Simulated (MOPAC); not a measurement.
Input file for MOPAC: PM6 on CoGe, 2S+1 = 2, a spin state set in the input, which need not be the lowest, a point of a bond scan (R = 2.458 Å).

```
PM6 1SCF PRECISE CHARGE=0 UHF MS=0.5 THREADS=1
CoGe

Co     0.00000000 1     0.00000000 1     0.00000000 1
Ge     0.00000000 1     0.00000000 1     2.45751900 1
```

It printed:

```
*******************************************************************************
 **                                                                           **
 **                              MOPAC v23.2.5                                **
 **                                                                           **
 *******************************************************************************
 ** MOPAC's Digital Object Identifier: https://doi.org/10.5281/zenodo.6511958 **
 **                                                                           **
 ** Please cite the open-source release paper for use of this MOPAC version:  **
 ** J. E. Moussa and J. J. P. Stewart (2026)                                  **
 ** MOPAC: An open-source semiempirical molecular orbital program             **
 ** J. Open Source Softw., 11(119), 8025, https://doi.org/10.21105/joss.08025 **
 *******************************************************************************

                              PM6 CALCULATION RESULTS

 *******************************************************************************
 *  PM6        - The PM6 Hamiltonian to be used
 *  UHF        - UNRESTRICTED HARTREE-FOCK CALCULATION
 *
 *
 *
 *                 CHARGE ON SYSTEM = 0
 *
 *
 *
 *  MS=        - IN MECI, MAGNETIC COMPONENT OF SPIN =  0.5
 *  PRECISE    - TIGHTER CRITERIA TO BE USED
 *  1SCF       - DO 1 SCF AND THEN STOP
 *  THREADS=1  - MULTI-THREADING NOT USED
 *  T=         - A TIME OF 172800.0 SECONDS REQUESTED
 *  DUMP=N     - RESTART FILE WRITTEN EVERY 7200.0 SECONDS REQUESTED
 *******************************************************************************
PM6 1SCF PRECISE CHARGE=0 UHF MS=0.5 THREADS=1
 CoGe

   ATOM   CHEMICAL          X               Y               Z
  NUMBER   SYMBOL      (ANGSTROMS)     (ANGSTROMS)     (ANGSTROMS)

     1      Co          0.00000000  *   0.00000000  *   0.00000000  *
     2      Ge          0.00000000  *   0.00000000  *   2.45751900  *



          CARTESIAN COORDINATES

    NO.       ATOM           X           Y           Z

     1        Co          0.0000      0.0000      0.0000
     2        Ge          0.0000      0.0000      2.4575

 General Reference for PM6:
 "Optimization of Parameters for Semiempirical Methods V: Modification of NDDO Approximations
 and Application to 70 Elements", J. J. P. Stewart, J. Mol. Mod., 13, 1173-1213 (2007)
 URL: https://link.springer.com/article/10.1007/s00894-007-0233-4

           Empirical Formula: Co Ge  =     2 atoms



      MOLECULAR POINT GROUP   :   C*v


          UHF CALCULATION, NO. OF ALPHA ELECTRONS =    7
                           NO. OF BETA  ELECTRONS =    6

 -------------------------------------------------------------------------------
 PM6 1SCF PRECISE CHARGE=0 UHF MS=0.5 THREADS=1
 CoGe



     1SCF WAS SPECIFIED, SO BFGS WAS NOT USED
     SCF FIELD WAS ACHIEVED


                              PM6 CALCULATION
                                                       MOPAC v23.2.5 Linux




          FINAL HEAT OF FORMATION =         16.91610 KCAL/MOL =      70.77697 KJ/MOL


          COSMO AREA              =        110.77 SQUARE ANGSTROMS
          COSMO VOLUME            =        102.44 CUBIC ANGSTROMS

          IONIZATION POTENTIAL    =         11.663536 EV
          ALPHA SOMO LUMO (EV)    =        -11.739 -5.716
          BETA  SOMO LUMO (EV)    =        -11.664 -9.217
          NO. OF ALPHA ELECTRONS  =          7
          NO. OF BETA  ELECTRONS  =          6
          MOLECULAR WEIGHT        =        131.5232         POINT GROUP:  C*v

          MOLECULAR DIMENSIONS (Angstroms)

            Atom       Atom       Distance
           Ge     2   Co     1     2.45752
           Ge     2   Co     1     0.00000
           Co     1   Ge     2     0.00000


          SCF CALCULATIONS        =          1





   ATOM   CHEMICAL          X               Y               Z
  NUMBER   SYMBOL      (ANGSTROMS)     (ANGSTROMS)     (ANGSTROMS)

     1      Co          0.00000000  *   0.00000000  *   0.00000000  *
     2      Ge          0.00000000  *   0.00000000  *   2.45751900  *

                             CARTESIAN COORDINATES

   1   Co        0.000000000     0.000000000     0.000000000
   2   Ge        0.000000000     0.000000000     2.457519000


           Empirical Formula: Co Ge  =     2 atoms



      MOLECULAR POINT GROUP   :   C*v


          ALPHA EIGENVALUES
 -20.75705 -12.66119 -12.00001 -12.00001 -11.91639 -11.87451 -11.73936  -5.71618
  -5.71618  -4.80802  36.62232  36.74716  36.74716


           BETA EIGENVALUES
 -20.71060 -12.53049 -11.87834 -11.87834 -11.68488 -11.66354  -9.21682  -5.72553
  -5.72553  -4.79685  36.66232  36.99458  36.99458


              NET ATOMIC CHARGES AND DIPOLE CONTRIBUTIONS

  ATOM NO.   TYPE          CHARGE      No. of ELECS.   s-Pop       p-Pop       d-Pop
    1         Co          -1.485543       10.4855     1.59643     0.00184     8.88727
    2         Ge           1.485543        2.5145     1.91874     0.59572
 DIPOLE           X         Y         Z       TOTAL
 POINT-CHG.     0.000     0.000    17.535    17.535
 HYBRID         0.000     0.000    -2.176     2.176
 SUM            0.000     0.000    15.359    15.359


          ATOMIC ORBITAL ELECTRON POPULATIONS

     Atom    s        px        py        pz      x^2-y^2     xz        z^2       yz        xy
    1 Co   1.59643   0.00038   0.00038   0.00108   2.00000   1.96667   1.95393   1.96667   1.00000
    2 Ge   1.91874   0.03295   0.03295   0.52981


                    (SZ)    =    0.500000
                    (S**2)  =    0.751102


          ATOMIC ORBITAL SPIN POPULATIONS

    Atom   Total    s     px     py     pz   x^2-y^2  xz     z^2    yz     xy
         Atomic
    1 Co  1.0204  0.022  0.000  0.000 -0.000  0.000  0.002 -0.005  0.002  1.000
    2 Ge -0.0204  0.003 -0.002 -0.002 -0.020

 **********************
 *                    *
 * JOB ENDED NORMALLY *
 *                    *
 **********************




 == MOPAC DONE ==
```

The run finished.

Cost: roughly 0.03 core-seconds.
